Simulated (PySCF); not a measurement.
# Computed properties of 1-bromo-3-fluoropropa-1,2-diene (C3H2BrF), SMILES C(Br)=C=CF

C3H2BrF, SMILES BrC=C=CF. Geometry optimised at B3LYP-D3(BJ)/def2-SVP. One conformer was computed; it need not be the lowest. All values are computed for the isolated molecule unless a solvent is named; none is compared with measurement here.

**Structure.** All 15 harmonic modes at B3LYP-D3(BJ)/def2-SVP (PySCF) are real, so it is a minimum. With heavy atoms numbered as in [F:1][CH:2]=[C:3]=[CH:4][Br:5], the shortest bond between them is C3–C4 at 1.303 Å and the longest C4–Br5 at 1.913 Å.

**Vibrations.** The strongest infrared lines (harmonic, unscaled, degenerate partners summed) lie at 2074 cm⁻¹ (194 km/mol, C 98 %), 1175 cm⁻¹ (124 km/mol, H 72 %, C 18 %, F 10 %), 1046 cm⁻¹ (108 km/mol, C 65 %, F 19 %, H 16 %). The softest mode is at 102 cm⁻¹ and the zero-point energy is 24.7 kcal/mol.

**Electronic structure.** r2SCAN/def2-TZVP (PySCF) places the frontier levels at -6.86 and -1.98 eV, a gap of 4.88 eV, and gives a dipole moment of 1.50 D and a mean polarisability of 60.7 bohr³. PBE/def2-TZVP (PySCF) at the same geometry gives -6.61 and -2.13 eV, so its gap is 0.40 eV narrower. An orbital gap is neither the optical nor the fundamental gap.

**Excitations.** TDA-ωB97X/def2-SVPD (PySCF) has S1 at 5.18 eV (239 nm, f = 0.001, dark); the most intense of the 10 singlets computed lies at 7.37 eV (f = 1.06). T1 (TDA) is at 4.12 eV, 1.06 eV under S1. TDA-PBE/def2-SVPD (PySCF) puts S1 at 4.63 eV. No vertical singlet excitation falls in the visible range (under 3.1 eV).

**NMR.** GIAO shifts at KT2/pcSseg-1 (PySCF) (non-relativistic, atoms alike by connectivity averaged): ¹³C from 105.1 to 196.8 ppm against TMS; ¹H from 7.1 to 7.8 ppm against TMS; ¹⁹F at -165.5 ppm against CFCl3. Without spin–orbit terms, shifts of atoms bonded to Cl or Br come out too high.

**Solvation.** SMD-M06-2X/6-31G* (PySCF) gives -0.8 kcal/mol in water, -4.1 kcal/mol in 2-propanol, -4.2 kcal/mol in diethylether (1 M in both phases, gas-phase geometry).
